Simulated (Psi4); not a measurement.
F4Sn, singlet, at a GFN2-xTB geometry (such geometries of metal compounds can be far from the true shape) (core potentials on Sn); CAM-B3LYP/def2-QZVPPD run with Psi4.

Psi4 was given this input:
```
memory 2 GB

molecule {
0 1
F    -0.93231485   -1.51900782   -0.70137275
Sn    0.00000000   -0.00000000    0.00000000
F    -1.17455723    1.51264923    0.02875928
F     0.59348570   -0.38142872    1.78067581
F     1.51338638    0.38778731   -1.10806233
}

set {
  basis def2-qzvppd
}

energy('cam-b3lyp')
print_variables()
```

It wrote (shortened):

```
   => Loading Basis Set <=

    Name: DEF2-QZVPPD
    Role: ORBITAL
    Keyword: BASIS

    !!!  WARNING: ECP capability is in beta. Please check occupations closely.  !!!

         ---------------------------------------------------------
                                   SCF
               by Justin Turney, Rob Parrish, Andy Simmonett
                          and Daniel G. A. Smith
                              RKS Reference
         ---------------------------------------------------------

  ==> Geometry <==

    Molecular point group: c1
    Full point group: Td

    Geometry (in Angstrom), charge = 0, multiplicity = 1:

       Center              X                  Y                   Z               Mass
    ------------   -----------------  -----------------  -----------------  -----------------
         F           -0.932314850000    -1.519007820000    -0.701372750970    18.998403162730
         SN           0.000000000000    -0.000000000000    -0.000000000970   119.902201630000
         F           -1.174557230000     1.512649230000     0.028759279030    18.998403162730
         F            0.593485700000    -0.381428720000     1.780675809030    18.998403162730
         F            1.513386380000     0.387787310000    -1.108062330970    18.998403162730

  Running in c1 symmetry.

  Rotational constants: A =      0.09070  B =      0.09070  C =      0.09070 [cm^-1]
  Rotational constants: A =   2719.19617  B =   2719.19616  C =   2719.19616 [MHz]
  Nuclear repulsion =  301.042627608206431

  Charge       = 0
  Multiplicity = 1
  Electrons    = 58
  Nalpha       = 29
  Nbeta        = 29

  ==> Algorithm <==

  SCF Algorithm Type is DF.
  DIIS enabled.
  MOM disabled.
  Fractional occupation disabled.
  Guess Type is SAD.
  Energy threshold   = 1.00e-06
  Density threshold  = 1.00e-06
  Integral threshold = 1.00e-12

  ==> Primary Basis <==

  Basis Set: DEF2-QZVPPD
    Blend: DEF2-QZVPPD
    Number of shells: 104
    Number of basis functions: 352
    Number of Cartesian functions: 439
    Spherical Harmonics?: true
    Max angular momentum: 4

  Core potential: DEF2-QZVPPD
    Number of shells: 4
    Number of ECP primitives: 18
    Number of ECP core electrons: 28
    Max angular momentum: 3

  ==> DFT Potential <==

   => LibXC <=

    Version 7.1.2
    S. Lehtola, C. Steigemann, M. J. T. Oliveira, and M. A. L. Marques,  SoftwareX 7, 1–5 (2018) (10.1016/j.softx.2017.11.002)

   => Composite Functional: CAM-B3LYP <=

    CAM-B3LYP Hyb-GGA Exchange-Correlation Functional

    T. Yanai, D. P. Tew, and N. C. Handy,  Chem. Phys. Lett. 393, 51 (2004) (10.1016/j.cplett.2004.06.011)

    Deriv               =              1
    GGA                 =           TRUE
    Meta                =          FALSE

    Exchange Hybrid     =           TRUE
    MP2 Hybrid          =          FALSE

   => Exchange Functionals <=

    0.3500         Becke 88 [omega = 0.3300]
    0.4600   Short-range recipe for B88 functional - erf [omega = 0.3300]

   => Exact (HF) Exchange <=

    0.4600            HF,LR [omega = 0.3300]
    0.1900               HF

   => Correlation Functionals <=

    0.1900   Vosko, Wilk & Nusair (VWN5)
    0.8100   Lee, Yang & Parr

   => LibXC Density Thresholds  <==

    XC_HYB_GGA_XC_CAM_B3LYP:  1.00E-14

   => Molecular Quadrature <=

    Radial Scheme          =       TREUTLER
    Pruning Scheme         =           NONE
    Nuclear Scheme         =       TREUTLER

    Blocking Scheme        =         OCTREE
    BS radius alpha        =              1
    Pruning alpha          =              1
    Radial Points          =             75
    Spherical Points       =            302
    Total Points           =         110394
    Total Blocks           =            887
    Max Points             =            255
    Max Functions          =            308
    Weights Tolerance      =       1.00E-15

   => Loading Basis Set <=

    Name: (DEF2-QZVPPD AUX)
    Role: JKFIT
    Keyword: DF_BASIS_SCF

  ==> Integral Setup <==

  SCF_SUBTYPE=INCORE selected. In-core MEM_DF algorithm will be used.
  Using in-core AOs.

  ==> MemDFJK: Density-Fitted J/K Matrices <==

    J tasked:                   Yes
    K tasked:                   Yes
    wK tasked:                  Yes
    Omega:                3.300E-01
    Algorithm:                 Core
    Schwarz Cutoff:           1E-12
    Mask sparsity (%):      11.1247
    Fitting Condition:        1E-10

   => Auxiliary Basis Set <=

  Basis Set: (DEF2-QZVPPD AUX)
    Blend: DEF2-UNIVERSAL-JKFIT
    Number of shells: 146
    Number of basis functions: 526
    Number of Cartesian functions: 681
    Spherical Harmonics?: true
    Max angular momentum: 5

  Minimum eigenvalue in the overlap matrix is 1.0924850892E-04.
  Reciprocal condition number of the overlap matrix is 1.2134618240E-05.
    Using symmetric orthogonalization.

  ==> Pre-Iterations <==

  SCF Guess: Superposition of Atomic Densities via on-the-fly atomic UHF (no occupation information).

   -------------------------
    Irrep   Nso     Nmo
   -------------------------
     A        352     352
   -------------------------
    Total     352     352
   -------------------------

  ==> Iterations <==

                           Total Energy        Delta E     RMS |[F,P]|

   @DF-RKS iter SAD:  -611.62713757624249   -6.11627e+02   0.00000e+00
   @DF-RKS iter   1:  -613.65882736559888   -2.03169e+00   2.59522e-03 DIIS/ADIIS
   @DF-RKS iter   2:  -613.53549812324945    1.23329e-01   3.33717e-03 DIIS/ADIIS
   @DF-RKS iter   3:  -613.89449447246284   -3.58996e-01   4.15217e-04 DIIS/ADIIS
   @DF-RKS iter   4:  -613.89989560988295   -5.40114e-03   5.17966e-05 DIIS
   @DF-RKS iter   5:  -613.89997073457891   -7.51247e-05   1.24842e-05 DIIS
   @DF-RKS iter   6:  -613.89997544097128   -4.70639e-06   5.89990e-06 DIIS
   @DF-RKS iter   7:  -613.89997664932389   -1.20835e-06   1.30908e-06 DIIS
   @DF-RKS iter   8:  -613.89997673675339   -8.74295e-08   1.81313e-07 DIIS
  Energy and wave function converged.

  ==> Post-Iterations <==

   Electrons on quadrature grid:
      Ntotal   =   58.0000205387 ; deviation = 2.054e-05

    Orbital Energies [Eh]
    ---------------------

    Doubly Occupied:

[...]
    Virtual:

[...]
    Final Occupation by Irrep:
              A
    DOCC [    29 ]
    NA   [    29 ]
    NB   [    29 ]

  @DF-RKS Final Energy:  -613.89997673675339

   => Energetics <=

    Nuclear Repulsion Energy =            301.0426276082064305
    One-Electron Energy =               -1533.7141338609301329
    Two-Electron Energy =                 663.1006623788571233
    DFT Exchange-Correlation Energy =     -44.3291328628868442
    Empirical Dispersion Energy =           0.0000000000000000
    VV10 Nonlocal Energy =                  0.0000000000000000
    Total Energy =                       -613.8999767367533877

Computation Completed

Properties will be evaluated at   0.000000,   0.000000,   0.000000 [a0]

Properties computed using the SCF density matrix

 Multipole Moments:

 ------------------------------------------------------------------------------------
     Multipole            Electronic (a.u.)      Nuclear  (a.u.)        Total (a.u.)
 ------------------------------------------------------------------------------------

 L = 1.  Multiply by 2.5417464519 to convert [e a0] to [Debye]
 Dipole X            :         -0.0000097            0.0000000           -0.0000097
 Dipole Y            :         -0.0000054            0.0000000           -0.0000054
 Dipole Z            :          0.0000072            0.0000001            0.0000072
 Magnitude           :                                                    0.0000132

 ------------------------------------------------------------------------------------

  Variable Map:
  ----------------------------------------------------------------------------
[...]
  Array Variable Map:
  ----------------------------------------------------------------------------
[...]
[...]
```
